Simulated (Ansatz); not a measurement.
Z-matrix (Å, degrees):
```
Si
O 1 1.687
H 1 1.481 2 109.3
H 1 1.479 2 109.2 3 121.8
H 1 1.477 2 103.5 3 -118.5
C 2 1.302 1 123.0 3 -75.9
S 6 1.806 2 137.3 1 -16.2
C 6 1.276 2 149.8 1 165.1
H 8 1.072 6 155.9 2 -1.5
```

Charge 0, multiplicity 1.

Question: List the r2SCAN/def2-TZVPP orbital energies in eV (Ansatz). (Estimate.)

Answer: Ansatz gave: Occupied: -2409.05, -1792.30, -517.72, -276.20, -274.13, -213.38, -157.51, -157.42, -157.18, -142.69, -97.61, -97.51, -97.51, -29.01, -22.77, -16.95, -15.89, -13.82, -13.16, -11.86, -11.70, -9.37, -9.35, -8.65, -8.06, -7.81, -4.39. Lowest empty: -1.03, -0.77, -0.57, 0.61, 0.88, 1.12, 1.44, 2.75.
